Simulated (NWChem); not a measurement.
# Atomisation of HClGe

```
Ge
H 1 1.6106
Cl 1 2.2112 2 94.62
```
Charge 0, spin multiplicity 1.

Program: NWChem. All single points use one geometry, from B3LYP/def2-SVP, a minimum by its harmonic frequencies.

Basis set: def2-TZVP. The atomisation energy is electronic alone: no zero-point, thermal, spin-orbit or counterpoise terms. No value is extrapolated to the basis-set limit. Free atoms are single determinants with multiplicities Ge 3, H 2, Cl 2. Correlated methods freeze the same cores in atoms and molecule, 14 orbitals in all.

The Hamiltonian is non-relativistic. B3LYP has NWChem's definition, with VWN1-RPA local correlation. The structure started from a generated list of species. The stability of the SCF solutions was not checked. Open-shell Hartree-Fock references start from PBE0 orbitals. Coupled-cluster values serve here as a point of comparison, not as the truth.

### Question
One of these methods gave an atomisation energy of 162.8 kcal/mol. Which?
(A) CCSD(T)
(B) PBE
(C) TPSS
(D) PBE0

### Answer
D, PBE0. The others give 158.1 (CCSD(T)), 169.2 (TPSS), 167.4 (PBE).
